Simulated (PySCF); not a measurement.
Compound: C6H9F3.
Geometry (PBE0-D3(BJ)/def2-SVP, Å), atoms numbered from 1 in this order:
```xyz
18
C6H9F3 angstrom
C     -2.8425    0.2587   -0.1541
C     -1.5852   -0.5329   -0.4739
C     -0.3091    0.2797   -0.3122
C      0.9534   -0.5132   -0.6479
C      2.1885    0.3072   -0.5881
F      2.2691    1.3008   -1.4821
C      3.1893    0.1657    0.2801
F      3.2128   -0.7710    1.2028
F      4.2599    0.9189    0.3182
H     -3.7496   -0.3503   -0.2850
H     -2.9357    1.1406   -0.8080
H     -2.8322    0.6211    0.8864
H     -1.6402   -0.9171   -1.5080
H     -1.5320   -1.4259    0.1741
H     -0.2318    0.6549    0.7233
H     -0.3547    1.1730   -0.9583
H      0.8667   -0.9236   -1.6703
H      1.0617   -1.3738    0.0294
```

Computed with PySCF at PBE0/def2-SVPD, non-relativistic, on one gas-phase PBE0-D3(BJ)/def2-SVP geometry that isn't relaxed in the solvent. The solvent is an IEF-PCM continuum (cavity from Bondi-type radii × 1.2). Only the electrostatic response of the medium enters.

Gas phase at PBE0/def2-SVPD: HOMO -7.15 eV, LUMO 0.49 eV, dipole 2.16 D.

Question: What does the continuum do to the energy, the frontier levels and the dipole at PBE0/def2-SVPD in chloroform and water?

Answer: 
```csv
solvent,ε,E(solvent) − E(gas) (kcal/mol),polarisation term (kcal/mol),distortion of the solute (kcal/mol),HOMO (eV),LUMO (eV),dipole (D)
chloroform,4.711,-1.61,-1.75,0.14,-7.11,0.60,2.47
water,78.36,-2.23,-2.52,0.29,-7.10,0.61,2.59
```

Polarisation term: ½ Σ q·V over the induced surface charges. Distortion: the rise of the solute's own energy as its density leaves the gas-phase optimum. The atom shares or the degeneracy of the LUMO differ from the gas phase in water, so that column needn't follow one orbital. From chloroform to water the lowering changes by a factor 1.39, Onsager's factor (ε − 1)/(2ε + 1) by 1.38 and ε itself by 16.6.

Question: Which radius a makes the point-dipole formula ΔE = −[(ε − 1)/(2ε + 1)]·μ²/a³ give the value in water, with the gas-phase dipole?

Answer: μ = 0.849 au and |ΔE| = 0.00355 Eh give a = 2.45 Å; the farthest nucleus lies 4.40 Å from the centroid of the nuclei, so such a sphere wouldn't even hold the nuclei. The formula assumes a rigid point dipole at the centre of a sphere.

Question: Give the dipole vector in the frame of the coordinates (D, pointing from negative to positive charge), gas and water.

Answer: Gas (-1.88, -1.05, -0.02), solvent (-2.18, -1.40, -0.04). Its length changes by +20 % and its direction by 3°.

Question: How does the static polarisability (PBE0/def2-SVPD, frozen core, with the continuum's full static response) change?

Answer: 
```
    medium  isotropic (au)  principal values (au)  ⟨r²⟩ of the electrons (bohr²)
       gas            77.5       64.9, 69.2, 98.3                         1849.0
chloroform            93.1      80.4, 85.5, 113.3                         1849.5
     water           101.4      89.6, 94.9, 119.8                         1849.7
```

The isotropic value in water is 1.31 times the gas-phase one; no cavity-field correction is applied. ⟨r²⟩ is taken about the centre of nuclear charge.
